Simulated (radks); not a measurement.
Polarisability of neutral platinum, [Xe] 4f14 5d9 6s1, at imaginary frequency. Calculated with a radial shooting solver on a logarithmic mesh with Libxc functionals: scalar-relativistic Kohn-Sham, exchange-only LDA, spin-polarised, spherical densities, finite nucleus; open shells are filled with parallel spins first (spin-orbit coupling, left out, can overturn this in heavy ions); Fermi nuclear charge, rms radius 5.427 fm. Response by self-consistent Sternheimer equations with the Hartree and adiabatic exchange-only LDA kernel, the relativistic mass of each level held fixed and spin-orbit coupling left out.

| w (hartree) | alpha1(iw) (bohr^3) |
|---|---|
| 0.00266 | 41.25 |
| 0.0143 | 41.11 |
| 0.0360 | 40.35 |
| 0.0697 | 38.12 |
| 0.118 | 33.73 |
| 0.186 | 27.56 |
| 0.280 | 21.02 |
| 0.413 | 15.30 |
| 0.605 | 10.74 |
| 0.892 | 7.206 |
| 1.35 | 4.500 |
| 2.12 | 2.515 |
| 3.59 | 1.188 |
| 6.94 | 0.4383 |
| 17.5 | 0.1052 |

Static values: alpha1 = 41.26 bohr^3 (6.114 angstrom^3; uncoupled 78.94). C6 = 402.8, triple-dipole C9 = 11090 atomic units. One-pole (London) frequency 4 C6 / (3 alpha1^2) = 0.315 hartree, against 0.168 for minus the highest occupied eigenvalue. Recommended static value: 48 bohr^3 (Schwerdtfeger and Nagle, 2023 table).
